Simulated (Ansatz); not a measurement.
`B[CH2][GeH2][Cl]` + H–F → `F[CH2][GeH2][Cl]` + BH₃  (substitution at a C–B bond)

Program: Ansatz. Geometries: PBE0-D4/def2-TZVP. ΔE: electronic, gas phase. CCSD(T)/CBS is the MP2 limit (def2-TZVPP, def2-QZVPP) plus CCSD(T) − MP2 in def2-TZVPP, frozen cores. This one scheme is used for every species. Functionals use def2-TZVPP. B3LYP here is the variant with VWN-RPA as its local correlation; programs differ in this. For Ge outer-core shells are correlated without core-valence functions, which leaves a few kJ/mol of doubt a bond. Scalar relativity is left out up to krypton. Each species was taken in one conformer, which may not be the lowest.

**Question.** Is it downhill or uphill in electronic energy at CCSD(T)/CBS, and by how much? (Best estimate.)

**Answer.** Ansatz gave: Uphill: ΔE = +149.7 kJ/mol.

**Question.** What do these levels give: r2SCAN-D4, PBE0-D4, ωB97X-V, ωB97M-V, r2SCAN, B3LYP, MP2/def2-TZVPP, SCS-MP2/def2-TZVPP, CCSD/def2-TZVPP, CCSD(T)/def2-TZVPP, HF/def2-QZVPP, SCS-MP2/def2-QZVPP? (An estimate is asked.)

**Answer.** Ansatz gave: r2SCAN-D4 140.7, PBE0-D4 145.1, ωB97X-V 130.2, ωB97M-V 137.6, r2SCAN 139.7, B3LYP 125.9, MP2/def2-TZVPP 157.3, SCS-MP2/def2-TZVPP 142.4, CCSD/def2-TZVPP 141.2, CCSD(T)/def2-TZVPP 144.5, HF/def2-QZVPP 114.6, SCS-MP2/def2-QZVPP 145.6 kJ/mol.

Largest T1 diagnostic among the species: 0.010.

The D4 term adds +5.9 kJ/mol with B3LYP and +3.2 kJ/mol with PBE0; it sums over pairs of atoms, weighted by their polarisabilities, and B3LYP, whose exchange is more repulsive, gets the larger term. In def2-TZVPP, CCSD(T) changes the Hartree–Fock value by +29.7 kJ/mol (the triples alone add +3.2 kJ/mol) and MP2 by +42.6 kJ/mol.
